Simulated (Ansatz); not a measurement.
A nudged elastic band was laid between two geometries of CH₃BSSi (7 atoms, charge 0, multiplicity 1).

All numbers below come from RKS B3LYP-D4/6-31G* in Ansatz 0.2.0.

* movable images: 7
* climbing image: from the first iteration
* spring: 5.0 eV/Å²
* optimiser: fire
* start path: through a guess of the saddle point
* force threshold: 0.05 eV/Å
* iteration limit: 53
* end points: relaxed

First end point:

```xyz
7
Properties=species:S:1:pos:R:3
Si -0.751 1.594 0.570
C 0.015 0.146 0.192
B 0.620 -1.025 -0.141
S 1.465 -2.535 -0.462
H -1.756 2.255 -0.298
H -0.508 2.369 1.810
H 0.916 -2.804 -1.671
```

Last end point:

```xyz
7
Properties=species:S:1:pos:R:3
Si 0.429 1.173 1.286
C -0.680 0.474 -0.049
B -0.112 -0.772 -0.303
S 0.658 -2.345 -0.443
H -1.539 0.959 -0.501
H -0.318 2.510 1.398
H 1.563 -1.999 -1.389
```

(1) Which bonds break or form, and what moves?

(2) What energy profile does the band end with?

Answers

(1) Bonds broken: Si1–H5. Bonds formed: C2–H5.

(2) It did not converge within its limit. The highest image is number 4 of 0 to 8, 2.04 eV above the first end and 2.19 eV above the last; the last end lies 0.15 eV below the first. The band didn't meet its force threshold, so its energies are provisional: the largest band force was still 0.20 eV/Å, and over the last iterations the top stayed at 2.04 eV. The orbitals stay closed-shell, which can raise the energy where a bond breaks towards radicals; this wasn't checked here.

```
image  path coordinate (Å)  energy (eV)  Si1–H5 (Å)  C2–H5 (Å)
    0                 0.00         0.00        1.48       2.80
    1                 0.53         0.04        1.48       2.77
    2                 1.07         0.25        1.47       2.65
    3                 1.60         1.19        1.47       2.23
    4                 2.13         2.04        1.58       1.69
    5                 2.83         0.69        2.11       1.13
    6                 3.54         0.12        2.52       1.09
    7                 4.25        -0.09        2.62       1.09
    8                 4.97        -0.15        2.67       1.09
```

Run time: 17 min on 1 thread of Arm Neoverse V1, with other jobs on the host, peak memory 0.14 GiB.
